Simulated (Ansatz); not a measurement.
System: AsH, charge 0, triplet. AsH (SMILES [AsH], triplet).
B3LYP-D3(BJ)/def2-TZVP minimum from Ansatz (an electronic-structure program):
```xyz
2

As     0.0000     0.0000    -0.0452
H      0.0000     0.0000     1.4904
```
Charge 0, spin multiplicity 3.

Total energies in cc-pV5Z, 6 correlated electrons, 14 frozen orbitals. UHF or UKS for unpaired electrons; spin-orbit terms are left out. Correlated methods leave the cores frozen (noble-gas shells, and filled d and f shells in the p block). No relativity.

```
method    program  energy (Eh)  minus CCSDT(Q) (mEh)
--------  -------  -----------  --------------------
HF         Ansatz  -2234.81021                129.78
MP2        Ansatz  -2234.91688                 23.11
CCSD       Ansatz  -2234.93473                  5.26
CCSD(T)    Ansatz  -2234.93920                  0.79
CCSDT(Q)   Ansatz  -2234.93999                  0.00
```

Rough core times of Ansatz's runs on a shared machine: CCSD(T) under 20 s, CCSDT(Q) 20 min.
